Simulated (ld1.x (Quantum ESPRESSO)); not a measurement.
# u(r) = r·R(r): atom against pseudo-atom (As)

Columns: radius, all-electron u(r) and pseudo u(r) of the 4p shell (level -5.35 eV) of arsenic in the configuration [Ar] 3d10 4s2 4p3; LDA (PZ), scalar-relativistic, TM scheme, ld1.x (Quantum ESPRESSO) 7.5.

| r (bohr) | all-electron | pseudo |
| --- | --- | --- |
| 0.107 | 0.1725 | 0.0042 |
| 0.214 | 0.0051 | 0.0169 |
| 0.321 | -0.2008 | 0.0378 |
| 0.428 | -0.2833 | 0.0668 |
| 0.535 | -0.2536 | 0.1035 |
| 0.642 | -0.1584 | 0.1475 |
| 0.749 | -0.0351 | 0.1979 |
| 0.856 | 0.0933 | 0.2537 |
| 0.963 | 0.2140 | 0.3133 |
| 1.070 | 0.3211 | 0.3749 |
| 1.177 | 0.4122 | 0.4359 |
| 1.284 | 0.4870 | 0.4936 |
| 1.391 | 0.5465 | 0.5453 |
| 1.498 | 0.5920 | 0.5889 |
| 1.605 | 0.6253 | 0.6228 |
| 1.712 | 0.6480 | 0.6467 |
| 1.819 | 0.6616 | 0.6612 |
| 1.926 | 0.6676 | 0.6675 |
| 2.033 | 0.6672 | 0.6672 |
| 2.140 | 0.6616 | 0.6616 |
| 2.247 | 0.6517 | 0.6517 |
| 2.354 | 0.6385 | 0.6385 |
| 2.461 | 0.6227 | 0.6227 |
| 2.568 | 0.6048 | 0.6048 |
| 2.675 | 0.5854 | 0.5854 |
| 2.782 | 0.5649 | 0.5649 |

How many radial nodes do the two functions have?

The all-electron 4p function has n − l − 1 = 2; the pseudo-wave has 0, since the states of the same l below it are removed with the core.

At about which radius was the pseudo-wave matched?

2.14 bohr. The columns agree to 0.0005 from 1.82 bohr on; several derivatives are matched, so the curves merge somewhat inside the radius.

Is the pseudo-wave norm-conserving?

Yes: the TM scheme keeps the norm inside the radius equal to the all-electron one, which fixes the energy derivative of the logarithmic derivative at the level.
